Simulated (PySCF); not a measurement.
A structure optimised at ωB97X-D3(BJ)/def2-SVP, used in a PySCF frequency run:

```
B
C 1 1.5654
H 2 1.1010 1 115.52
H 2 1.1013 3 110.48 1 -133.70
H 2 1.1133 3 106.00 4 -114.14
Si 1 2.0229 2 120.78 3 -154.42
H 6 1.4953 1 113.15 2 -147.05
H 6 1.4967 7 108.44 1 -126.62
H 6 1.4995 7 107.43 8 -116.15
Si 1 2.0230 2 122.20 3 28.46
H 10 1.4963 1 111.02 2 -140.03
H 10 1.4964 11 108.30 1 -126.30
H 10 1.4988 11 107.19 12 -116.26
```
Charge 0, spin multiplicity 1.

Question: Write its SMILES and formula.

Answer: CB([SiH3])[SiH3], CH9BSi2

Question: What are its rotational constants (standard atomic weights)?

Answer: 4.7849, 2.4483, 1.7001 GHz
